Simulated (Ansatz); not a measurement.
H4OSeSn, SMILES `[OH][SnH2][SeH]`, charge 0, multiplicity 1.

Q: Give a relaxed structure at PBE0-D4/def2-TZVP (Ansatz 0.2.0). (Estimate.)

A: Computed: 
Cartesian coordinates in Å:
```
O 1.496 -0.905 -0.135
Sn -0.121 -0.119 0.655
Se -1.559 0.820 -1.197
H 1.309 -1.408 -0.932
H -1.050 -1.335 1.410
H 0.498 1.079 1.687
H -0.573 1.869 -1.488
```
